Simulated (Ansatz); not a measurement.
`[GeH3][SbH2]` + CH₃OH → `C[O][GeH3]` + stibine at 298.15 K and 1 bar (cleavage of the Ge–Sb bond).

Isolated molecules relaxed with PBE0-D4/def2-TZVP in Ansatz; ΔE leaves out vibrations. CBS: MP2 limit from def2 TZ/QZ plus the TZ coupled-cluster correction, frozen cores. This one scheme is used for every species. def2 core potentials past Kr. For Ge, Sb outer-core shells are correlated without core-valence functions, which leaves a few kJ/mol of doubt a bond. Scalar relativity is left out up to krypton.

```
       species  CCSD(T)/CBS energy (Eh)  H − E (kJ/mol)  S (J/(mol·K))
`[GeH3][SbH2]`              -2319.11871           112.4          319.2
         CH₃OH               -115.61712           146.3          238.2
  `C[O][GeH3]`              -2192.93708           187.5          308.8
      `[SbH3]`               -241.78682            60.8          232.7
```

H − E and S are ideal-gas, rigid-rotor, harmonic terms from PBE0-D4/def2-TZVP. 1 Eh = 2625.50 kJ/mol, R = 8.31446 J/(mol·K).

Task: By hand: ΔE, ΔH, ΔS and ΔG.

Result: ΔE = (-2192.93708) + (-241.78682) − (-2319.11871) − (-115.61712) = 0.01193 Eh = 31.3 kJ/mol. Δ(H − E) = 187.5 + 60.8 − 112.4 − 146.3 = -10.4, so ΔH = 20.9 kJ/mol. ΔS = 308.8 + 232.7 − 319.2 − 238.2 = -15.9 J/(mol·K). ΔG = 20.9 − 298.15 × (-15.9)/1000 = 25.6 kJ/mol.

Task: By hand: the equilibrium constant, and the temperature at which ΔG would vanish if ΔH and ΔS stayed fixed.

Result: log₁₀ K = −ΔG/(RT ln 10) = -4.5. ΔH and −TΔS have one sign here, so there is no such temperature.

ΔH outweighs TΔS. A doubt of 5 kJ/mol in ΔE shifts log₁₀ K by 0.9 here. These are equilibria of isolated gas molecules and say nothing of rates. Largest T1 diagnostic: 0.014 (customary marks: 0.02 for closed shells, 0.045 for open ones).
